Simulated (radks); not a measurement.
A nucleus of charge 26.5 with 24 electrons, 24 electrons, occupied as [Ar] 3d6.

Calculated with a radial shooting solver on a logarithmic mesh with Libxc functionals: scalar-relativistic Kohn-Sham, BLYP, spin-polarised, spherical densities, finite nucleus; open shells are filled with parallel spins first; Fermi nuclear charge, rms radius 3.7377 fm.

Energy parts (hartree):
part                       energy
total                 -1330.94559
kinetic                1347.61077
electron-nucleus      -3160.82808
Hartree                 539.50325
exchange-correlation    -57.23153

Orbitals (lengths in bohr, moments of r in powers of bohr; <r^-3> diverges for s and p1/2):
1s down: occ. 1; eigenvalue (hartree) -269.1165; <1/r> 26.50
1s up: occ. 1; eigenvalue (hartree) -269.1163; <1/r> 26.50
2s up: occ. 1; eigenvalue (hartree) -32.61797; <1/r> 5.681
2s down: occ. 1; eigenvalue (hartree) -32.54253; <1/r> 5.690
2p up: occ. 3; eigenvalue (hartree) -28.01968; <r^-3> 513.9; <1/r> 5.576
2p down: occ. 3; eigenvalue (hartree) -27.96233; <r^-3> 515.5; <1/r> 5.585
3s up: occ. 1; eigenvalue (hartree) -4.68749; <1/r> 1.799
3s down: occ. 1; eigenvalue (hartree) -4.51916; <1/r> 1.789
3p up: occ. 3; eigenvalue (hartree) -3.38631; <r^-3> 65.61; <1/r> 1.660
3p down: occ. 3; eigenvalue (hartree) -3.22242; <r^-3> 64.49; <1/r> 1.648
3d up: occ. 5; eigenvalue (hartree) -1.33959; <r^-3> 5.968; <1/r> 1.323
3d down: occ. 1; eigenvalue (hartree) -1.19033; <r^-3> 5.667; <1/r> 1.286

The highest occupied level is 3d down at -32.391 eV. Summed over all electrons, <r^2> = 14.55 bohr^2, which gives a Langevin (diamagnetic) susceptibility term of -11.5 x 10^-6 cm^3/mol. Spin moment in Bohr magnetons: 4.
